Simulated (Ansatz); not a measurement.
H₆OSi₂, charge +1, doublet, at a GFN2-xTB geometry (a state made from the parent by changing its charge; the spin is typed, not shown lowest). Base run: PBE/cc-pVDZ run with Ansatz (a program for electronic structure).

Geometry (Å):
```xyz
9

Si     1.5897    -0.3191     0.1119
O      0.0113     0.0426    -0.0590
Si    -1.5991     0.2838    -0.0629
H      1.9451    -0.8404    -1.2279
H      2.2157     1.0207     0.1933
H      1.7366    -1.2103     1.2531
H     -2.1774    -0.4534     1.0507
H     -1.9780    -0.1235    -1.4356
H     -1.7011     1.7610    -0.0469
```
Charge +1, spin multiplicity 2.
Orbitals are unrestricted.
All else is at Ansatz's defaults.

The base run was repeated with changes; each row names its change, and settings that it needs were set with it.

| change | basis functions | E (Eh) | core-seconds (rough) |
|---|---|---|---|
| base | 80 | -657.08593 | 9 |
| basis = STO-3G | 29 | -649.39259 | 3 |
| basis = pcseg-0 | 47 | -656.16029 | 5 |
| basis = pc-1 | 80 | -657.09179 | 10 |
| basis = pcseg-1 | 80 | -657.06257 | 8 |
| basis = 6-31G** | 83 | -657.06664 | 8 |
| basis = def2-SVPD | 119 | -656.86379 | 20 |
| basis = 6-311++G** | 126 | -657.14205 | 20 |
| basis = aug-cc-pVDZ | 131 | -657.09333 | 20 |
| basis = def2-TZVPD | 180 | -657.16422 | 20 |
| basis = pc-2 | 182 | -657.18248 | 20 |
| basis = def2-TZVPP | 199 | -657.16459 | 20 |
| basis = aug-cc-pVTZ | 284 | -657.16118 | 50 |

Totals compare only among sets that treat the same electrons; sets with core potentials leave the core out.
